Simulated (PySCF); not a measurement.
Input for PySCF: R-B3LYP/LANL2DZ on GaGeH5 (SMILES [GaH2][GeH3]), a point of a bond scan (R = 1.575 Å).

```python
from pyscf import gto, scf, dft, mp
from pyscf.data.elements import chemcore

mol = gto.M(
    atom='''
    Ga   -1.23043577   -0.07769067   -0.29199579
    Ge    1.15729770    0.07022597    0.27368514
    H     1.98201560   -1.14287734   -0.19965612
    H     1.78713141    1.32896781   -0.36154397
    H     1.35929899    0.19976849    1.79857150
    H    -2.21719620    1.04514781    0.20263148
    H    -1.80126754   -1.26982717   -1.14605758
    ''',
    basis='lanl2dz',
    ecp={'Ga': 'lanl2dz', 'Ge': 'lanl2dz'},
    charge=0, spin=0, verbose=3, max_memory=1800)
mf = dft.RKS(mol, xc='b3lyp')
mf.conv_tol = 1e-8
mf.max_cycle = 100
mf.kernel()
if not mf.converged:
    mf = mf.newton().run(mf.mo_coeff, mf.mo_occ)
```

The log:

```
converged SCF energy = -8.79883779506225
```

Self-consistency was reached.

Cost: roughly 4 core-seconds.
